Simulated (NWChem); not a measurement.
Species: CHCl, singlet; SMILES [CH]Cl

```xyz
3

C      0.1185     1.2006     0.0000
Cl     0.0159    -0.5107     0.0000
H     -0.9822     1.4785     0.0000
```
Atoms are numbered in this order, from 1.

Low-valent species are run as closed-shell singlets; no triplet was tried in these runs. Coordinates come from a PBE-D3(BJ)/def2-SVP optimisation.

Symmetry labels are those of Cs in the frame above (b1 and b2, or b-type labels, depend on it).

Q: List the 4 lowest vertical singlet excitations from CAM-B3LYP/def2-SVPD, TDA (NWChem).

A: 
```
state  energy (eV)  oscillator strength  symmetry  leading excitation (squared amplitude)
-----  -----------  -------------------  --------  --------------------------------------
S1            1.94                0.005        a"                      HOMO → LUMO (0.99)
S2            5.42                0.006        a"                    HOMO−1 → LUMO (0.99)
S3            6.15                0.015        a'                    HOMO → LUMO+1 (0.80)
S4            6.90                0.008        a'                    HOMO → LUMO+2 (0.69)
```
